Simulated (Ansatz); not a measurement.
Cost and result for the atomization energy of C6H14CdO2 (`CC(C)[O][Cd][O]C(C)C`) (23 atoms, 22 bonds).

```tsv
atom	x (Å)	y (Å)	z (Å)
C1	0.717	1.963	1.778
C2	1.734	2.160	0.667
C3	1.211	3.104	-0.403
O4	2.158	0.940	0.125
Cd5	0.852	-0.227	-0.779
O6	-0.278	-1.440	-1.844
C7	-1.158	-2.313	-1.193
C8	-0.421	-3.315	-0.321
C9	-2.217	-1.563	-0.404
H10	0.465	2.905	2.272
H11	-0.215	1.547	1.369
H12	1.102	1.268	2.527
H13	2.633	2.616	1.109
H14	0.977	4.091	0.004
H15	1.948	3.221	-1.199
H16	0.288	2.703	-0.844
H17	-1.667	-2.872	-1.994
H18	0.069	-2.799	0.517
H19	-1.099	-4.060	0.105
H20	0.345	-3.832	-0.901
H21	-2.723	-0.836	-1.042
H22	-2.967	-2.239	0.017
H23	-1.754	-1.023	0.434
```

Total charge 0; spin multiplicity 1. Correlated methods include outer-core shells of Cd, which these sets cover unevenly. Cd: def2 effective core potential. The geometry is a stationary point of PBE0-D4/def2-TZVP. It is one conformer, not always the lowest. Program: Ansatz. All runs use 4 threads of an AMD EPYC 7R13 on a shared host and a share of an NVIDIA H100 80 GB. Times are those of one run each, without the atoms' runs, and a repeat can differ threefold. Electronic energies, without spin–orbit coupling; frozen cores. CCSD(T)/CBS adds CCSD(T) − MP2 in def2-TZVPP to the MP2 limit, and its time is that of the two runs behind it. T1 = 0.015. With those shells the extrapolation isn't a true limit. B3LYP takes the VWN-RPA correlation (the form of Gaussian; ORCA's B3LYP/G).

CCSD(T)/CBS is a level of theory with its own doubt, some kJ/mol a heavy atom from the limit and from the frozen cores, so smaller differences don't rank the functionals.

```csv
level,functions,wall time
revPBE-D4/def2-TZVPP,500,2.2 s
B3LYP-D4/def2-TZVPP (with forces),500,2.8 s
r2SCAN-D4/def2-TZVPP (with forces),500,3.2 s
B2PLYP/def2-TZVPP,500,3.4 s
PBE-QIDH/def2-TZVPP,500,3.4 s
BHLYP-D4/def2-TZVPP,500,3.5 s
ωB97X-V/def2-TZVPP,500,3.5 s
CCSD(T)/def2-SVP,213,4.7 s
CAM-B3LYP-D4/def2-TZVPP,500,4.8 s
ωB97M-V/def2-TZVPP (with forces),500,5.5 s
MP2/def2-QZVPP,964,8.5 s
CCSD(T)/def2-TZVPP,500,110 s
CCSD(T)/CBS(def2),–,110 s
```

(1) What atomization energy does each give, and how far from CCSD(T)/CBS? (Best estimate.)

## Answers

(1) Ansatz gave: 
| level | atomization (kJ/mol) | difference from CCSD(T)/CBS | per bond |
| --- | --- | --- | --- |
| revPBE-D4/def2-TZVPP | 8692.7 | -28.1 | -1.3 |
| B3LYP-D4/def2-TZVPP (with forces) | 8699.6 | -21.2 | -1.0 |
| r2SCAN-D4/def2-TZVPP (with forces) | 8758.2 | 37.4 | 1.7 |
| B2PLYP/def2-TZVPP | 8613.6 | -107.2 | -4.9 |
| PBE-QIDH/def2-TZVPP | 8685.9 | -34.9 | -1.6 |
| BHLYP-D4/def2-TZVPP | 8458.1 | -262.7 | -11.9 |
| ωB97X-V/def2-TZVPP | 8743.0 | 22.2 | 1.0 |
| CCSD(T)/def2-SVP | 8365.8 | -355.0 | -16.1 |
| CAM-B3LYP-D4/def2-TZVPP | 8758.4 | 37.6 | 1.7 |
| ωB97M-V/def2-TZVPP (with forces) | 8744.4 | 23.6 | 1.1 |
| MP2/def2-QZVPP | 8758.9 | 38.1 | 1.7 |
| CCSD(T)/def2-TZVPP | 8516.4 | -204.4 | -9.3 |
| CCSD(T)/CBS(def2) | 8720.8 | 0.0 | 0.0 |

From r2SCAN to r2SCAN0 (25 % exact exchange), in def2-TZVPP and without D4, the atomization energy moves by −128.8 kJ/mol: exact exchange takes away binding that semilocal exchange gives to molecules. In def2-TZVPP, CCSD(T) changes the Hartree–Fock value by +2151.9 kJ/mol (the triples alone add +126.8 kJ/mol) and MP2 by +2271.5 kJ/mol; breaking electron pairs costs correlation energy, which Hartree–Fock lacks. At CCSD(T), def2-SVP lies −354.9 kJ/mol from the extrapolated value and def2-TZVPP −204.4 kJ/mol: correlation converges slowly with the basis, and small sets miss more of it in the bonded molecule than in its fragments.
